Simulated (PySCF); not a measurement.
C2H6AlF, SMILES [CH3][Al]([F])[CH3] (connectivity only; charge and spin as stated), charge -1, multiplicity 2.

Coordinates come from a r2SCAN-D4/def2-SVPD optimisation. The spin state was assumed, not searched. The isomer is the one that the SMILES or the coordinates give; other isomers of the formula were not compared.

Computed with PBE/def2-SVPD (PySCF).

Gas-phase values at a fixed geometry. A positive occupied level means that this level leaves the electron formally unbound; only the finite basis holds it.

Computed frontier levels, dipole moment and polarisability:
```json
{
 "α spin, highest occupied and lowest empty level": "1.51 and 3.60 eV",
 "β spin, highest occupied and lowest empty level": "-1.32 and 2.74 eV",
 "dipole_moment_about_the_centre_of_nuclear_charge": "2.58 D",
 "mean_static_polarisability": "112.3 bohr³ (16.64 Å³)",
 "polarisability_principal_values": "88.8, 120.5, 127.7 bohr³",
 "⟨S²⟩": "0.751 (pure state 0.75)"
}
```
